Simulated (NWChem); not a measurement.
# C3H7N; SMILES C1CNC1

```xyz
11

C     -0.1001     1.0742     0.0000
C      0.0794    -0.0406     1.0452
N     -0.2207    -1.0200     0.0000
C      0.0794    -0.0406    -1.0452
H      0.6280     1.8968     0.0000
H     -1.1179     1.4890     0.0000
H     -0.6056    -0.0501     1.9107
H      1.1190    -0.0767     1.4298
H      0.3254    -1.8778     0.0000
H      1.1190    -0.0767    -1.4298
H     -0.6056    -0.0501    -1.9107
```
Atoms are numbered in this order, from 1.

All runs: NWChem. Pople sets run with spherical d functions. Geometry: optimised at PBE0/def2-SVP. Vzz is the largest principal value of the second derivative of the potential at the nucleus (NWChem prints the opposite sign); η is the asymmetry. Non-relativistic.

```
level                  Vzz N3 (a.u.)  η N3  relative time
---------------------  -------------  ----  -------------
Hartree-Fock/6-31G*           -1.144  0.04              1
Hartree-Fock/def2-SVP         -1.202  0.01              1
PBE0/cc-pVTZ                  -1.132  0.07             20
PBE0/def2-TZVP                -1.115  0.06             10
```

Relative times are rough (shared machine, one core).
